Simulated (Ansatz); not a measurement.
`CNB(Cl)Cl` + CH₃SH → `CSB(Cl)Cl` + CH₃NH₂ at 600 K and 1 bar (ligand exchange at a B–N bond).

Program: Ansatz. Geometries: PBE0-D4/def2-TZVP. ΔE: electronic, gas phase. CBS: MP2 limit from def2 TZ/QZ plus the TZ coupled-cluster correction, frozen cores. This one scheme is used for every species. Each species was taken in one conformer, which may not be the lowest.

| species | CCSD(T)/CBS energy (Eh) | H − E (kJ/mol) | S (J/(mol·K)) |
| --- | --- | --- | --- |
| `CNB(Cl)Cl` | -1039.64309 | 216.9 | 412.4 |
| CH₃SH | -438.22835 | 152.3 | 296.8 |
| `CSB(Cl)Cl` | -1382.09730 | 174.7 | 425.5 |
| CH₃NH₂ | -95.75281 | 199.3 | 283.8 |

H − E and S are ideal-gas, rigid-rotor, harmonic terms from PBE0-D4/def2-TZVP, for one conformer and one mirror image of each species. 1 Eh = 2625.50 kJ/mol, R = 8.31446 J/(mol·K).

Q: By hand: ΔE, ΔH, ΔS and ΔG.

A: ΔE = (-1382.09730) + (-95.75281) − (-1039.64309) − (-438.22835) = 0.02133 Eh = 56.0 kJ/mol. Δ(H − E) = 174.7 + 199.3 − 216.9 − 152.3 = 4.8, so ΔH = 60.8 kJ/mol. ΔS = 425.5 + 283.8 − 412.4 − 296.8 = 0.1 J/(mol·K). ΔG = 60.8 − 600 × (0.1)/1000 = 60.7 kJ/mol.

Q: By hand: the equilibrium constant, and the temperature at which ΔG would vanish if ΔH and ΔS stayed fixed.

A: log₁₀ K = −ΔG/(RT ln 10) = -5.3. ΔG = 0 at ΔH/ΔS = 608000 K, far beyond where these terms or the molecules hold.

The number of gas molecules stays the same, so ΔS is small and ΔH decides. A doubt of 5 kJ/mol in ΔE shifts log₁₀ K by 0.4 here. Other conformers and mirror images would add mixing entropy, several J/(mol·K) or more a flexible species. These are equilibria of isolated gas molecules and say nothing of rates. Largest T1 diagnostic: 0.012 (customary marks: 0.02 for closed shells, 0.045 for open ones).
